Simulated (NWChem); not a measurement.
System meant: SiHCl2, doublet; SMILES Cl[SiH]Cl

The following NWChem deck was run.

```
start job
memory heap 200 mb stack 900 mb global 1100 mb
geometry units angstroms noautoz
  Cl    -0.380587    -0.009598     1.693524
  Si     0.792621     0.116308     0.000000
  Cl    -0.380587    -0.009598    -1.693524
  H      1.733225    -1.047424     0.000000
end
basis spherical
  * library def2-svp
end
dft
  odft
  mult 2
  xc pbe0
  iterations 4
  mulliken
end
task dft energy
```

End of the output:

```
     --------------------------
     Expectation value of S2:
     --------------------------
      <S2> =      0.7518 (Exact =     0.7500)

 center of mass
 --------------
 x =  -0.04652570 y =   0.02103261 z =   0.00000000

 moments of inertia (a.u.)
 ------------------
         721.399658600442           0.000000000000           0.000000000000
           0.000000000000         825.920218816338           0.000000000000
           0.000000000000           0.000000000000         114.730507113626

     Multipole analysis of the density
     ---------------------------------

     L   x y z        total         alpha         beta         nuclear
     -   - - -        -----         -----         ----         -------
     0   0 0 0     -0.000000    -25.000000    -24.000000     49.000000

     1   1 0 0      0.481225     -0.654179      1.135404     -0.000000
     1   0 1 0     -0.009897     -0.425232      0.415335      0.000000
     1   0 0 1      0.000000      0.000000      0.000000      0.000000

     2   2 0 0    -27.436666    -46.561215    -40.425463     59.550012
     2   1 1 0     -0.010546      0.710099      2.675258     -3.395903
     2   1 0 1     -0.000000     -0.000000     -0.000000      0.000000
     2   0 2 0    -28.373254    -18.496160    -14.650402      4.773308
     2   0 1 1      0.000000      0.000000      0.000000      0.000000
     2   0 0 2    -29.888816   -190.714220   -187.399077    348.224481

 ------------------------------------------------------------------------
 dft energy failed                                                                                  0
 ------------------------------------------------------------------------
 ------------------------------------------------------------------------
  current input line :
    19: task dft energy
 ------------------------------------------------------------------------
 ------------------------------------------------------------------------
 This type of error is most commonly associated with calculations not reaching convergence criteria
 ------------------------------------------------------------------------
 For more information see the NWChem manual at https://nwchemgit.github.io

0:dft energy failed:Received an Error in Communication
```

**Question.** Find the fault in this run and fix the input.

**Answer.** The run did not converge; its last values are not results. Cause: the SCF was allowed too few iterations. This input runs:
```
start job
memory heap 200 mb stack 900 mb global 1100 mb
geometry units angstroms noautoz
  Cl    -0.380587    -0.009598     1.693524
  Si     0.792621     0.116308     0.000000
  Cl    -0.380587    -0.009598    -1.693524
  H      1.733225    -1.047424     0.000000
end
basis spherical
  Cl library def2-svp
  Si library def2-svp
  H library def2-svp
end
dft
  odft
  mult 2
  xc pbe0
  iterations 150
  mulliken
end
task dft energy
```
It converges to -1209.73344 Ha (PBE0/def2-SVP, spin-unrestricted).
